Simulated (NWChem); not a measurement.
# C$_{5}$H$_{6}$; SMILES C=C(C)C#C

```xyz
11

C     -0.0418    -2.2165     0.0000
C      0.0617    -1.0102     0.0000
C      0.1186     0.4213     0.0000
C      1.2977     1.0661     0.0000
C     -1.2122     1.1438     0.0000
H     -0.1105    -3.2803     0.0000
H      2.2410     0.5297     0.0000
H      1.3406     2.1516     0.0000
H     -1.8041     0.8695    -0.8814
H     -1.8041     0.8695     0.8814
H     -1.0682     2.2283     0.0000
```
Atoms are numbered in this order, from 1.

All runs: NWChem. Pople sets run with spherical d functions. Structure relaxed at the B3LYP/6-31G* (spherical d) level. B3LYP is NWChem's, with the RPA form of VWN correlation. Level: B3LYP/6-31G* with SMD (1 M gas to 1 M solution), gas-phase geometry.

Estimate the computed values for solvent water. Quantities: solvation free energy (kcal/mol); cavity-dispersion-structure term (kcal/mol); dipole in solution (D).


| Item | Result |
|---|---|
| solvation free energy (kcal/mol) | 0.8 |
| cavity-dispersion-structure term (kcal/mol) | 5.1 |
| dipole in solution (D) | 0.65 |
